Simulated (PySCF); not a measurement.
## Correlation energy of Cu²⁵⁺ (copper, charge +25)

Starting occupation: [He] 2s2. Calculation: PySCF 2.14, in an uncontracted even-tempered set (17 s from 1.8 bohr⁻², ratio 2.6; 12 p from 2.3 bohr⁻², ratio 2.6; 7 d from 2.4 bohr⁻², ratio 2.8; 4 f from 49 bohr⁻², ratio 2.8); X2C-1e with screened-nucleus spin-orbit coupling, Gaussian nucleus. Frozen: nothing; 4 electrons correlated; the 34 highest virtual spinors left out.

MP2 pair energies summed by pair of shells (mhartree):

| pair | energy | share (%) |
| --- | --- | --- |
| 2s1/2-2s1/2 | -174.70 | 74.5 |
| 1s1/2-1s1/2 | -43.71 | 18.6 |
| 1s1/2-2s1/2 | -16.23 | 6.9 |

Total MP2 correlation energy: -234.64 mhartree.

The virtual space was cut to 50 spinors, which keep -221.68 of the -234.64 mhartree of MP2 correlation.

| level | correlation energy (mhartree) |
| --- | --- |
| CCSD | -346.62 |
| (T) | -0.48 |
| CCSD(T) | -347.10 |

Diagnostics: T1 = 0.00071, largest double amplitude 0.141.

Cost of the coupled-cluster step: about 11 core-seconds, for 4 occupied and 50 virtual spinors.

Iterations:

```
Init t2, MP2 energy = -0.221682076778041
CCSD nocc = 4, nmo = 54
Init t2, MP2 energy = -0.221682076778041
Init E_corr(GCCSD) = -0.221682076778041
cycle = 1  E_corr(GCCSD) = -0.290651486636853  dE = -0.0689694099  norm(t1,t2) = 0.049304
cycle = 2  E_corr(GCCSD) = -0.321243247999793  dE = -0.0305917614  norm(t1,t2) = 0.0227868
cycle = 3  E_corr(GCCSD) = -0.346651871671282  dE = -0.0254086237  norm(t1,t2) = 0.0107227
cycle = 4  E_corr(GCCSD) = -0.346357356740562  dE = 0.000294514931  norm(t1,t2) = 0.00148021
cycle = 5  E_corr(GCCSD) = -0.346692748408012  dE = -0.000335391667  norm(t1,t2) = 0.000107208
cycle = 6  E_corr(GCCSD) = -0.34661817916363  dE = 7.45692444e-05  norm(t1,t2) = 3.08101e-05
cycle = 7  E_corr(GCCSD) = -0.34661803519822  dE = 1.4396541e-07  norm(t1,t2) = 1.0395e-07
cycle = 8  E_corr(GCCSD) = -0.34661792661114  dE = 1.0858708e-07  norm(t1,t2) = 4.5128e-08
cycle = 9  E_corr(GCCSD) = -0.346617923391051  dE = 3.22008908e-09  norm(t1,t2) = 8.18242e-10
GCCSD converged
E(GCCSD) = -1018.465832819772  E_corr = -0.3466179233910513
```

The coupled-cluster values are those of the cut space; adding the MP2 remainder, -12.96 mhartree, estimates the full space.
